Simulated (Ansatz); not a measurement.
`C[NH][GeH]([OH])[Cl]` + `[BH2][GeH2][O]C` → `C[NH][GeH]([Cl])[O]C` + `[BH2][GeH2][OH]`  (redistribution)

Computed with Ansatz on PBE0-D4/def2-TZVP structures; ΔE is electronic, products minus reactants. CCSD(T)/CBS is the MP2 limit (def2-TZVPP, def2-QZVPP) plus CCSD(T) − MP2 in def2-TZVPP, frozen cores. DFT in def2-TZVPP. For Ge outer-core shells are correlated without core-valence functions, which leaves a few kJ/mol of doubt a bond. Scalar relativity is left out up to krypton. One conformer a species, not always the lowest.

`C[NH][GeH]([OH])[Cl]`:

```xyz
11

C     0.254    0.189   -1.502
N    -0.320   -0.668   -0.477
Ge   -0.021   -0.316    1.275
O    -0.746    1.252    1.647
Cl    2.054    0.009    1.748
H     1.323    0.014   -1.674
H     0.134    1.235   -1.211
H    -0.275    0.051   -2.448
H    -0.260   -1.648   -0.712
H    -0.546   -1.466    2.140
H    -1.597    1.347    1.211
```

`[BH2][GeH2][O]C`:

```xyz
11

B    -2.236   -0.953   -0.445
Ge   -0.666    0.004    0.459
O     0.744   -0.067   -0.637
C     1.938    0.536   -0.210
H    -2.120   -1.446   -1.525
H    -3.289   -1.021    0.115
H    -0.954    1.498    0.755
H    -0.250   -0.648    1.802
H     1.819    1.614   -0.033
H     2.326    0.082    0.713
H     2.689    0.403   -0.994
```

`C[NH][GeH]([Cl])[O]C`:

```xyz
14

C     0.705    1.821   -1.244
N    -0.022    1.046   -0.257
Ge   -0.734   -0.584   -0.613
Cl    0.835   -1.682   -1.603
O    -1.144   -1.330    0.926
C    -0.142   -1.521    1.906
H     0.065    2.339   -1.970
H     1.327    2.570   -0.746
H     1.377    1.164   -1.799
H    -0.613    1.613    0.335
H    -2.000   -0.700   -1.469
H     0.544   -2.324    1.619
H    -0.640   -1.803    2.836
H     0.441   -0.610    2.080
```

`[BH2][GeH2][OH]`:

Z-matrix (Å, degrees):
```
Ge
O 1 1.791
B 1 2.050 2 108.1
H 1 1.549 2 108.7 3 -122.0
H 1 1.549 2 108.7 3 122.1
H 2 0.959 1 112.5 3 -179.9
H 3 1.195 1 119.5 2 179.8
H 3 1.193 1 121.4 2 -0.3
```

```json
{"species": "`C[NH][GeH]([OH])[Cl]`", "B2PLYP energy (Eh)": "-2708.43784"}
{"species": "`[BH2][GeH2][O]C`", "B2PLYP energy (Eh)": "-2218.92456"}
{"species": "`C[NH][GeH]([Cl])[O]C`", "B2PLYP energy (Eh)": "-2747.70654"}
{"species": "`[BH2][GeH2][OH]`", "B2PLYP energy (Eh)": "-2179.65450"}
```

Task: Work out ΔE.

Result: ΔE = (-2747.70654) + (-2179.65450) − (-2708.43784) − (-2218.92456) = 0.00136 Eh = +0.9 kcal/mol. CCSD(T)/CBS gives +0.7 kcal/mol.

Largest T1 diagnostic among the species: 0.012.
